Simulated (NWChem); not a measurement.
# C3H2F4; SMILES [C@@H]1([C@H](F)C1(F)F)F

```xyz
9

F      1.7749     0.2020    -1.0649
C      0.5381     0.5308    -0.6559
C     -0.5381    -0.5308    -0.6559
F     -1.7749    -0.2020    -1.0649
C      0.0000     0.0000     0.6306
F      0.7495    -0.8069     1.3754
F     -0.7495     0.8069     1.3754
H      0.2146     1.5444    -0.9234
H     -0.2146    -1.5444    -0.9234
```
Atoms are numbered in this order, from 1.

Program: NWChem. Pople sets run with spherical d functions. Structure relaxed at the PBE0/def2-SVP level. GIAO values for the isolated, static molecule; σ is the absolute isotropic shielding, δ = σ(reference) − σ with the isolated reference molecule computed at the same levels (13C: tetramethylsilane, 19F: trichlorofluoromethane, 1H: tetramethylsilane).

For level Hartree-Fock/6-31G*:

```
Property    Result
----------  ------
δ F1 (ppm)  -194.6
δ C2 (ppm)    63.9
δ C5 (ppm)    90.8
δ F6 (ppm)  -119.7
δ H8 (ppm)    4.69
```

What are these values for level B3LYP/6-31G*?

The δ F1 (ppm) is -236.9. The δ C2 (ppm) comes out as 71.3. The δ C5 (ppm) comes out as 102.0 and the δ F6 (ppm) is -155.2. The δ H8 (ppm) is 4.45.
